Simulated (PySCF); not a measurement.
**Fractional electron number in B⁺ (boron, charge +1)**

The 2s beta orbital of [He] 2s2 is emptied in steps (occupation f), with all orbitals relaxed, ending at [He] 2s1. All numbers are calculated (PySCF 2.14, the non-relativistic Hamiltonian (point nucleus), in aug-cc-pVTZ). The exact energy is a straight line in f; departures are measured from the line between the end points of the same method.

**Question.** Among UHF, LDA, LC-wPBE, BHandHLYP, BLYP, B3LYP, which shows the largest delocalisation error (convex curve), and which is closest to linear?

**Answer.** Most convex: BLYP (-1.290 eV at f = 0.5); closest to linear: UHF (0.075 eV).

```json
{"f": "1", "UHF (eV)": "0.000", "LDA (eV)": "0.000", "LC-wPBE (eV)": "0.000", "BHandHLYP (eV)": "0.000", "BLYP (eV)": "0.000", "B3LYP (eV)": "0.000"}
{"f": "0.75", "UHF (eV)": "0.059", "LDA (eV)": "-0.958", "LC-wPBE (eV)": "-0.159", "BHandHLYP (eV)": "-0.491", "BLYP (eV)": "-0.973", "B3LYP (eV)": "-0.778"}
{"f": "0.5", "UHF (eV)": "0.075", "LDA (eV)": "-1.260", "LC-wPBE (eV)": "-0.206", "BHandHLYP (eV)": "-0.664", "BLYP (eV)": "-1.290", "B3LYP (eV)": "-1.034"}
{"f": "0.25", "UHF (eV)": "0.054", "LDA (eV)": "-0.924", "LC-wPBE (eV)": "-0.154", "BHandHLYP (eV)": "-0.510", "BLYP (eV)": "-0.958", "B3LYP (eV)": "-0.771"}
{"f": "0", "UHF (eV)": "0.000", "LDA (eV)": "0.000", "LC-wPBE (eV)": "0.000", "BHandHLYP (eV)": "0.000", "BLYP (eV)": "0.000", "B3LYP (eV)": "0.000"}
```

| method | E(f=0) − E(f=1) (eV) | −ε at f=1 (eV) | −ε at f=0.5 (eV) |
| --- | --- | --- | --- |
| UHF | 23.442 | 23.776 | 23.427 |
| LDA | 24.546 | 19.402 | 24.632 |
| LC-wPBE | 24.672 | 23.803 | 24.692 |
| BHandHLYP | 24.559 | 21.959 | 24.510 |
| BLYP | 24.599 | 19.394 | 24.634 |
| B3LYP | 24.735 | 20.575 | 24.752 |

As f goes to zero the orbital energy of a semilocal functional can turn back, because the density of that orbital vanishes from the exchange-correlation potential.

Reference removal energy between the ground levels: 25.155 eV (measured; NIST Atomic Spectra Database, ionization energies). UHF lacks correlation.
